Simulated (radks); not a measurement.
Values are calculated unless marked as measured or tabulated.
Task: Pt2+, 76 electrons, occupied as [Xe] 4f14 5d8. Level of theory: scalar-relativistic Kohn-Sham, PBE, spin-unpolarised, spherical densities, point nucleus (a radial shooting solver on a logarithmic mesh with Libxc functionals). Some entries of the table are withheld. Estimate them.

orbital,occ.,eigenvalue (eV),<r^2> (bohr^2)
1s,2,-78460.35,0.0004059
2s,2,-13800.49,0.006199
2p,6,-11961.10,0.005202
3s,2,-3257.729,0.04002
3p,6,-2722.177,0.04106
3d,10,(1),0.03401
4s,2,-716.5562,0.1944
4p,6,-540.9646,0.2219
4d,10,-327.8605,0.2534
5s,2,-122.7671,1.016
4f,14,(2),0.3244
5p,6,-76.8443,1.368
5d,8,-25.8780,(3)

Result: 
(1) 3d eigenvalue (eV): -2141.999
(2) 4f eigenvalue (eV): -91.0970
(3) 5d <r^2> (bohr^2): 2.838
